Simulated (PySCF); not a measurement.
# How methods differ on the excitation energy of Zn

Zn [Ar] 3d10 4s2 (1S) → Zn [Ar] 3d10 4s1 5s1 (3S), as a difference of total energies. Computed with PySCF 2.14 in aug-cc-pVDZ-PP with ECP10MDF, with scalar relativity through the core potential. Correlated levels: valence: 3s2 3p6 frozen. The calculations carry no spin-orbit coupling.

```csv
method,excitation energy (eV),error (eV)
UHF,5.351,-1.304
MP2 (valence),6.535,-0.120
SCS-MP2 (valence),6.589,-0.066
CCSD (valence),6.560,-0.095
CCSD(T) (valence),6.660,+0.005
```

Reference: 6.655 eV (measured; NIST levels).

Errors of the correlated levels include the incompleteness of this basis and the frozen core.
